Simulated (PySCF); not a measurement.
# Partial charges of `Cl[C@H]1[SiH2]C=C1c1ccco1`

Species: C₇H₇ClOSi.
SMILES with atom numbers: `[Cl:1][C@H:2]1[SiH2:3][CH:4]=[C:5]1[c:6]1[cH:7][cH:8][cH:9][o:10]1` (hydrogens: H11 on C2; H12, H13 on Si3; H14 on C4; H15 on C7; H16 on C8; H17 on C9)

Geometry (GFN2-xTB, Å), atoms numbered from 1 in this order:
```
atom  x, y, z in Å
Cl1   -1.6212    0.9942   -2.0297
C2    -1.6244    0.8089   -0.2498
Si3   -3.0134   -0.3314    0.4971
C4    -1.3573   -1.1527    0.8369
C5    -0.6158   -0.2029    0.2209
C6     0.7964   -0.1022    0.0230
C7     1.5450    0.8686   -0.6042
C8     2.8895    0.4602   -0.4995
C9     2.8695   -0.7217    0.1808
O10    1.6182   -1.0706    0.5003
H11   -1.4672    1.8094    0.1501
H12   -3.7409    0.2622    1.6164
H13   -3.8873   -0.9179   -0.5100
H14   -0.9777   -2.0334    1.3266
H15    1.1715    1.7523   -1.0796
H16    3.7514    0.9722   -0.8758
H17    3.6565   -1.3832    0.4867
```

Density: PBE0/pcSseg-1 (PySCF); schemes: Mulliken, IAO, Hirshfeld and ESP-fitted. Isolated species at its GFN2-xTB geometry (one conformer only).

**Question.** For which atoms does the sign change between the 4 schemes (beyond +0.03 e in one, beyond −0.03 e in another)?

**Answer.** C9.

**Question.** Do the Mulliken, IAO, Hirshfeld and ESP-fitted schemes agree on where the charge is highest?

**Answer.** All schemes agree: Mulliken Si3 (+0.743); IAO Si3 (+0.765); Hirshfeld Si3 (+0.344); ESP-fitted Si3 (+0.606).

**Question.** Tabulate the Mulliken, IAO, Hirshfeld and ESP-fitted charges.

**Answer.** In e:

| atom | environment | Mulliken | IAO | Hirshfeld | ESP-fitted |
| --- | --- | --- | --- | --- | --- |
| Cl1 | alkyl chlorine | -0.126 | -0.122 | -0.082 | -0.135 |
| C2 | sp3 C–Cl carbon | -0.447 | -0.361 | -0.086 | -0.371 |
| Si3 | SiH2 silicon | +0.743 | +0.765 | +0.344 | +0.606 |
| C4 | alkene CH carbon | -0.259 | -0.432 | -0.147 | -0.375 |
| C5 | fully substituted alkene carbon | -0.153 | +0.018 | -0.011 | -0.004 |
| C6 | substituted aromatic carbon | +0.357 | +0.142 | +0.048 | +0.318 |
| C7 | aromatic CH carbon | -0.127 | -0.197 | -0.074 | -0.235 |
| C8 | aromatic CH carbon | -0.144 | -0.221 | -0.085 | -0.285 |
| C9 | aromatic CH next to a ring oxygen | +0.170 | +0.021 | +0.020 | -0.061 |
| O10 | furan-type oxygen | -0.381 | -0.225 | -0.052 | -0.163 |
| H11 | methine hydrogen | +0.175 | +0.161 | +0.038 | +0.187 |
| H12 | Si–H hydrogen | -0.085 | -0.121 | -0.070 | -0.121 |
| H13 | Si–H hydrogen | -0.067 | -0.109 | -0.066 | -0.098 |
| H14 | vinylic hydrogen | +0.068 | +0.159 | +0.042 | +0.157 |
| H15 | aromatic hydrogen | +0.086 | +0.176 | +0.053 | +0.190 |
| H16 | aromatic hydrogen | +0.094 | +0.171 | +0.061 | +0.205 |
| H17 | aromatic hydrogen | +0.095 | +0.176 | +0.068 | +0.184 |

Mean size of the charges over all atoms: ESP-fitted 0.217 e, Mulliken 0.210 e, IAO 0.210 e, Hirshfeld 0.079 e. Each set sums to the total charge, 0, to within 0.001 e. The Mulliken scheme gives each basis function's population to the atom it is centred on and halves the overlap population of two atoms between them.

**Question.** How many electrons does the IAO scheme count on C9?

**Answer.** Z − q = 6 − (+0.021) ≈ 5.978.

**Question.** Sum the charges by element, for elements with more than one atom.

**Answer.** 
| element | atoms | Mulliken | IAO | Hirshfeld | ESP-fitted |
| --- | --- | --- | --- | --- | --- |
| C | 7 | -0.603 | -1.030 | -0.336 | -1.012 |
| H | 7 | +0.366 | +0.612 | +0.125 | +0.705 |
